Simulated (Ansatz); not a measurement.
Born–Oppenheimer molecular dynamics of AlClH4N2 (8 atoms, charge 0, multiplicity 1). It starts from a relaxed structure.

The calculation used RKS PBE0-D4/def2-SVP (Ansatz).

* ensemble: NVT, Nosé–Hoover chain
* time step: 0.5 fs
* steps asked: 150
* set temperature: 400 K
* thermostat: time constant 20 fs, chain length 5
* seed: 480793

First frame:

```xyz
8
Properties=species:S:1:pos:R:3
Al -0.002 0.026 -0.084
Cl -0.014 0.140 2.021
N 1.554 0.095 -0.911
H 1.700 0.042 -1.912
H 2.442 0.195 -0.434
N -1.550 -0.132 -0.915
H -2.443 -0.175 -0.438
H -1.687 -0.190 -1.917
```

Task: How far do the bonds stretch over the last three quarters of this one trajectory? (Pairs bonded in most of those frames.)

Result: 
| bond | mean (Å) | spread (Å) | shortest | longest |
| --- | --- | --- | --- | --- |
| Al1–Cl2 | 2.102 | 0.080 | 1.98 | 2.23 |
| Al1–N3 | 1.760 | 0.023 | 1.72 | 1.80 |
| Al1–N6 | 1.768 | 0.029 | 1.72 | 1.80 |
| N3–H4 | 1.015 | 0.030 | 0.97 | 1.06 |
| N3–H5 | 1.019 | 0.021 | 0.98 | 1.05 |
| N6–H7 | 1.014 | 0.013 | 0.99 | 1.04 |
| N6–H8 | 1.015 | 0.023 | 0.98 | 1.05 |

Mean temperature of the second half: 357 K. The conserved energy stayed within 0.38 meV per atom of its start (net change 0.31 meV per atom), so the integration is sound. The mean temperature of the second half is 11 % below the set value. A run of 0.075 ps of so small a system gives no equilibrium averages.

Run time: 6.4 min on 1 thread of Arm Neoverse V2 (shared host), peak memory 0.16 GiB.
